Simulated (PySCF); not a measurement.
# Dipole response of Tl³⁺ (thallium, charge +3)

[Xe] 4f14 5d10, closed-shell 1S. Calculation: PySCF 2.14, in aug-cc-pVQZ-PP with one added diffuse shell each of s, p, d, f, g type with ECP60MDF (8s8p6d4f3g, 117 functions); scalar relativity through the core potential. Coupled (time-dependent) response in atomic units; α is the mean over directions.

```tsv
method	mean α (bohr³)	C₆ (like pair)	S(−4)
wB97X-V	5.151	27.87	3.923
```

S(−4) is the Cauchy moment in α(ω) = α(0) + S(−4) ω² + …

α(iu) at wB97X-V:

| u (hartree) | α(iu) (bohr³) |
| --- | --- |
| 0 | 5.151 |
| 0.0500 | 5.141 |
| 0.100 | 5.112 |
| 0.200 | 5.002 |
| 0.300 | 4.834 |
| 0.500 | 4.398 |
| 0.750 | 3.810 |
| 1.00 | 3.273 |
| 1.50 | 2.421 |
| 2.00 | 1.822 |
| 3.00 | 1.099 |
| 5.00 | 0.4969 |

A single London oscillator, α(iu) = α/(1 + u²/ω²), gives C₆ = (3/4) ω α². Matching the computed C₆ needs ω = 4 × 27.87 / (3 × 5.151²) = 1.40 hartree.

For an ion, C₆ is the dispersion term alone; charge-induced terms of lower order in 1/R come first.

Energies and moments cover only the electrons outside the core potential. Spin-orbit coupling, which splits the p, d and f shells strongly at this Z, is absent.
